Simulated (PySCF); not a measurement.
# Selenium: a sound run and one with changed settings

Sound run: Se⁺ [Ar] 3d10 4s2 4p3, Se²⁺ [Ar] 3d10 4s2 4p2. All numbers are calculated (PySCF 2.14, the spin-free X2C one-electron Hamiltonian (Gaussian nucleus), in aug-cc-pVDZ-DK (6s5p3d, 36 functions)). In the sound run the correlated levels freeze [Ar] 3d10. The sound run starts from symmetry-adapted Hartree-Fock orbitals and uses a fine grid where one is needed.

Changed run: basis STO-3G, all-electron and non-relativistic. This setting is unsound on purpose.

| species | method | sound run (hartree) | changed run (hartree) | converged |
| --- | --- | --- | --- | --- |
| Se⁺ | UHF | -2427.64781 | -2373.29984 | yes |
| Se⁺ | MN15 | -2430.93375 | -2372.05993 | yes |
| Se⁺ | TPSS | -2429.28716 | -2374.45201 | yes |
| Se⁺ | MP2 | -2427.70519 | -2373.29984 | yes |
| Se²⁺ | UHF | -2426.88192 | -2372.53530 | yes |
| Se²⁺ | MN15 | -2430.14607 | -2371.29179 | yes |
| Se²⁺ | TPSS | -2428.50222 | -2373.66807 | yes |
| Se²⁺ | MP2 | -2426.92590 | -2372.54313 | yes |
| Se²⁺ | CCSD(T) | -2426.94297 | -2372.54903 | yes |

Ionisation energy of Se⁺:

| method | sound run (eV) | changed run (eV) |
| --- | --- | --- |
| UHF | 20.841 | 20.804 |
| MN15 | 21.434 | 20.902 |
| TPSS | 21.359 | 21.332 |
| MP2 | 21.206 | 20.591 |
| SCS-MP2 | 21.078 | 20.548 |

A minimal basis cannot let orbitals breathe on ionisation and holds almost no correlation. The Hamiltonian changed with the basis, so the totals do not compare.

For comparison, NIST gives 21.196 ± 0.01 eV between the lowest levels.
